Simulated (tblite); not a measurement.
Compound: C5H7Cl2O (doublet state).
Numbering: `[CH2:1]=[CH:2][CH:3][C:4]([Cl:5])([Cl:6])[CH2:7][OH:8]` (hydrogens: H9, H10 on C1; H11 on C2; H12 on C3; H13, H14 on C7; H15 on O8)

A start from a force field or distance geometry was refined with GFN2-xTB geometry optimisation, gas phase (tblite). Values at the start:

```json
{"coordinate": "C1=C2", "start": "1.334 Å"}
{"coordinate": "C1–H9", "start": "1.082 Å"}
{"coordinate": "C1–H10", "start": "1.092 Å"}
{"coordinate": "C2–C3", "start": "1.432 Å"}
{"coordinate": "C2–H11", "start": "1.098 Å"}
{"coordinate": "C3–C4", "start": "1.498 Å"}
{"coordinate": "C3–H12", "start": "1.095 Å"}
{"coordinate": "C4–Cl5", "start": "1.795 Å"}
{"coordinate": "C4–Cl6", "start": "1.805 Å"}
{"coordinate": "C4–C7", "start": "1.547 Å"}
{"coordinate": "C7–O8", "start": "1.438 Å"}
{"coordinate": "C7–H13", "start": "1.106 Å"}
{"coordinate": "O8–H15", "start": "0.971 Å"}
{"coordinate": "C1–C2–C3", "start": "123.9°"}
{"coordinate": "C3–C4–Cl5", "start": "110.4°"}
{"coordinate": "C3–C4–Cl6", "start": "109.1°"}
{"coordinate": "C3–C4–C7", "start": "112.9°"}
{"coordinate": "C4–C7–O8", "start": "113.0°"}
{"coordinate": "Cl5–C4–Cl6", "start": "108.1°"}
{"coordinate": "Cl5–C4–C7", "start": "108.4°"}
{"coordinate": "Cl6–C4–C7", "start": "108.0°"}
{"coordinate": "C2–C3–C4–Cl5", "start": "-56°"}
{"coordinate": "C3–C4–C7–O8", "start": "-60°"}
```

Problem. How do these coordinates change at the GFN2-xTB level?

Solution. 
| coordinate | GFN2-xTB (Å or °) | change |
| --- | --- | --- |
| C4–Cl6 | 1.856 | +0.051 |
| C2–C3 | 1.385 | -0.047 |
| C7–O8 | 1.393 | -0.045 |
| C3–C4 | 1.462 | -0.036 |
| C1=C2 | 1.364 | +0.030 |
| C4–Cl5 | 1.778 | -0.017 |
| C1–H10 | 1.076 | -0.016 |
| C2–H11 | 1.082 | -0.016 |
| C3–H12 | 1.080 | -0.015 |
| C4–C7 | 1.533 | -0.014 |
| C1–H9 | 1.074 | -0.008 |
| C7–H13 | 1.099 | -0.007 |
| O8–H15 | 0.967 | -0.004 |
| C3–C4–Cl5 | 113.0 | +2.6 |
| Cl6–C4–C7 | 106.0 | -2.0 |
| Cl5–C4–Cl6 | 106.3 | -1.8 |
| C4–C7–O8 | 112.0 | -1.0 |
| C3–C4–Cl6 | 108.1 | -1.0 |
| C3–C4–C7 | 113.8 | +0.9 |
| Cl5–C4–C7 | 109.1 | +0.7 |
| C1–C2–C3 | 123.5 | -0.4 |
| C2–C3–C4–Cl5 | -37 | +19 |
| C3–C4–C7–O8 | -55 | +5 |

The energy falls by 3.8 kcal/mol over 93 L-BFGS steps, the largest force on an atom goes from 2.45 to 0.009 eV/Å, and the atoms move by 0.198 Å rms after alignment. The bond that changes most is C4–Cl6 (ends: carbon bonded to 2 C and 2 Cl; chlorine bonded to C), which lengthens by 0.051 Å. Bonds longer at the end by more than 0.005 Å: 2 of 14; shorter: 10. Among the dihedrals that turn most is H12–C3–C4–Cl5, from 126° to 147°. Rotational constants go from 1527, 1052, 909.3 to 1553, 1066, 925.9 MHz.

Its GFN2-xTB frequencies are all real (lowest 56 cm⁻¹). 3 starts were optimised and ended at 0.00, 1.34 and 2.46 kcal/mol (GFN2-xTB); the lowest of these is shown.

One conformer stands for the species.

All values are computed, not measured.
